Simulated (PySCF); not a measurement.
# Reading the logs of faulty runs: AlH6N2Si cation

These are calculations, not measurements. The program is PySCF 2.14.0, an open-source quantum chemistry code, run on an isolated molecule that a program drew, which may never have been made. The molecule is AlH6N2Si cation (charge +1, singlet), drawn as the SMILES string `[NH2][Al+][NH][SiH3]`.

Each row is a Hartree-Fock (HF) and frozen-core CCSD(T) single point in the cc-pV(D+d)Z basis, meant for a local HF minimum. Run 1 is clean. Each other run has one planted mistake out of seven kinds, and not every kind appears here: one electron removed, one electron added, multiplicity raised by two, geometry at a saddle point, minimal basis STO-3G, one bond length entered in bohr, all coordinates scaled. The reference is restricted for singlets and unrestricted otherwise, and also for a bond in bohr. Adding or removing an electron swaps singlet and doublet. Electrons count all cores. HOMO and LUMO are orbital energies over both spins, the gradient is its largest component, and the lowest frequency (negative if imaginary) is given only where the gradient is small. Bond lengths are over the 9 bonds as drawn. T1 is the CCSD diagnostic: over 0.02 (restricted) or 0.045 (unrestricted) a single reference is doubtful.

Geometry of the clean run:
```xyz
10
AlH6N2Si cation, angstrom
N     0.1289    2.5570    3.4449
Al    0.4005    1.4538    2.1665
N     0.6982    0.3510    0.8891
Si    2.2919   -0.1779    0.2619
H     0.0364    3.5538    3.3395
H     0.0473    2.3077    4.4167
H    -0.0923   -0.0649    0.4161
H     2.4098    0.2136   -1.1493
H     3.2416    0.5689    1.1159
H     2.4255   -1.6295    0.4449
```

| run | electrons | basis functions | <S^2> | HOMO (eV) | LUMO (eV) | gradient (hartree/bohr) | lowest frequency (cm^-1) | mean bond (Å) | longest bond (Å) | T1 | HF (hartree) | CCSD(T) (hartree) | mistake |
|---|---|---|---|---|---|---|---|---|---|---|---|---|---|
| 1 | 46 | 104 | 0.000 | -15.94 | -3.77 | 3.6e-05 | 92 | 1.4065 | 1.792 | 0.0143 | -643.09167 | -643.63628 | no fault |
| 2 | 46 | 104 | 0.000 | -16.61 | -3.40 | 1.3e-01 | - | 1.2672 | 1.615 | 0.0111 | -642.96220 | -643.48850 | all coordinates scaled |
| 3 | 46 | 104 | 2.020 | -10.92 | -6.23 | 7.8e-02 | - | 1.4065 | 1.792 | 0.0243 | -642.95128 | -643.47250 | multiplicity raised by two |
| 4 | 45 | 104 | 0.763 | -21.31 | -12.49 | 7.6e-02 | - | 1.4065 | 1.792 | 0.0454 | -642.57330 | -643.08512 | one electron removed |
| 5 | 46 | 34 | 0.000 | -13.57 | 1.76 | 2.5e-02 | - | 1.4065 | 1.792 | 0.0225 | -635.52121 | -635.73621 | ? |

**Which mistake was planted in run 5, and what did it cost?**

It has 34 basis functions where the clean run has 104, with the same electrons and geometry. So the mistake is: minimal basis STO-3G. Subtracting run 1 and multiplying by 627.51 kcal/mol a hartree, the energy moved by 4750.5 kcal/mol in HF and 4957.4 kcal/mol in CCSD(T).

Cautions from the logs. Run 4: T1 is over the limit, so its CCSD(T) energy is less reliable; run 5: T1 is over the limit, so its CCSD(T) energy is less reliable.
